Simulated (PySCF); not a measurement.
This PySCF input asks for the NMR shieldings of `BP[SiH2]B(OC)OC`, C2H11B2O2PSi; the geometry comes from PBE0-D3(BJ)/def2-SVP.

```python
import basis_set_exchange as bse
import numpy as np
from pyscf import gto, dft
from pyscf.prop import nmr

atoms = """
B     2.804419   -0.369082    0.397693
P     2.325058    1.346755   -0.069643
Si    0.443951    1.255265   -1.306006
B    -0.773618   -0.109614   -0.399505
O    -1.289224    0.004932    0.847703
C    -1.081396    1.097550    1.702376
O    -1.054621   -1.210388   -1.131375
C    -1.875106   -2.243918   -0.633816
H     1.928863   -1.121036    0.756185
H     3.965416   -0.685089    0.485989
H     3.352885    1.906806   -0.870503
H     0.759875    0.872739   -2.715470
H    -0.128145    2.640883   -1.328670
H    -0.224394    1.718249    1.390055
H    -0.880362    0.724609    2.717465
H    -1.983135    1.729469    1.735903
H    -2.939431   -1.992580   -0.770712
H    -1.697939   -2.424286    0.437203
H    -1.655405   -3.158618   -1.201648
"""
names = dict.fromkeys(["B", "P", "Si", "O", "C", "H"], "pcSseg-1")
basis = {el: gto.basis.parse(bse.get_basis(n, elements=[el], fmt="nwchem")) for el, n in names.items()}
mol = gto.M(atom=atoms, basis=basis, charge=0, verbose=0)
mf = dft.RKS(mol, xc="B3LYP")
mf.grids.level = 2
mf.grids.alignment = dft.numint.BLKSIZE   # the property module wants whole blocks of grid points
mf.conv_tol = 1e-9
mf.kernel()

calc = nmr.RKS(mf)   # GIAO
C = mf.mo_coeff
Co = C[:, mf.mo_occ > 0]
resp = mf.gen_response(singlet=True, hermi=2)
def vind(x):   # induced exchange potential for any number of trial vectors
    d = np.einsum("pi,xij,qj->xpq", C, 2 * x.reshape(-1, C.shape[1], Co.shape[1]), Co, optimize=True)
    return np.einsum("xpq,pi,qj->xij", resp(d - d.transpose(0, 2, 1)), C, Co, optimize=True).ravel()
mo1, _ = nmr.rhf.solve_mo1(calc, with_cphf=vind)
sigma = calc.kernel(mo1)
for i, s in enumerate(sigma):   # ppm
    w = np.linalg.eigvalsh((s + s.T) / 2)
    print("%2d %-2s iso %8.1f  s11 %8.1f  s22 %8.1f  s33 %8.1f" % (i, mol.atom_pure_symbol(i), w.mean(), *w))
```

Task: What does it print?

Result: 
```
 0 B  iso     16.1  s11    -88.1  s22      2.2  s33    134.1
 1 P  iso    429.0  s11    259.2  s22    464.0  s33    563.7
 2 Si iso    421.3  s11    396.6  s22    421.9  s33    445.3
 3 B  iso     67.2  s11     59.4  s22     61.9  s33     80.2
 4 O  iso    185.2  s11    -23.9  s22    255.2  s33    324.2
 5 C  iso    121.8  s11     95.4  s22     96.8  s33    173.2
 6 O  iso    196.6  s11     59.1  s22    208.6  s33    322.3
 7 C  iso    127.0  s11     97.8  s22    107.6  s33    175.6
 8 H  iso     23.8  s11     15.6  s22     26.7  s33     29.1
 9 H  iso     23.5  s11     16.3  s22     26.5  s33     27.6
10 H  iso     27.6  s11     22.9  s22     25.4  s33     34.7
11 H  iso     27.4  s11     23.9  s22     25.5  s33     32.7
12 H  iso     27.3  s11     24.6  s22     25.0  s33     32.2
13 H  iso     27.1  s11     22.4  s22     29.0  s33     30.0
14 H  iso     27.6  s11     24.2  s22     25.4  s33     33.1
15 H  iso     27.6  s11     24.0  s22     25.2  s33     33.6
16 H  iso     27.9  s11     24.1  s22     25.6  s33     34.0
17 H  iso     27.2  s11     23.2  s22     26.2  s33     32.3
18 H  iso     27.9  s11     23.9  s22     26.1  s33     33.7
```

These numbers come from an equivalent density-fitted implementation of the same equations, which agrees with the script to about 0.01 ppm for H and up to a few tenths of a ppm for heavy atoms, so last digits may differ.

Size and cost of the density-fitted run: 205 basis functions, 65 s wall time on 1 thread of an Arm Neoverse N1, shared host; peak memory 0.96 GiB.
